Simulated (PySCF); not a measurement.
AsH₅, SMILES [AsH5].

Geometry: PBE0-D3(BJ)/def2-TZVP.

All values below come from HF/def2-TZVPD (PySCF).

Symmetry labels are those of the subgroup C2v that the program uses (full group D3h).

Computed valence orbital energies around the gap with their symmetry:
```csv
orbital,symmetry,energy (eV)
HOMO−7,B1,-58.78
HOMO−6,A2,-58.64
HOMO−5,B2,-58.64
HOMO−4,A1,-23.81
HOMO−3,A1,-15.03
HOMO−2,B1,-15.03
HOMO−1,B2,-14.75
HOMO,A1,-8.67
LUMO,A1,1.61
LUMO+1,A1,3.23
LUMO+2,B1,3.23
LUMO+3,A2,4.59
```
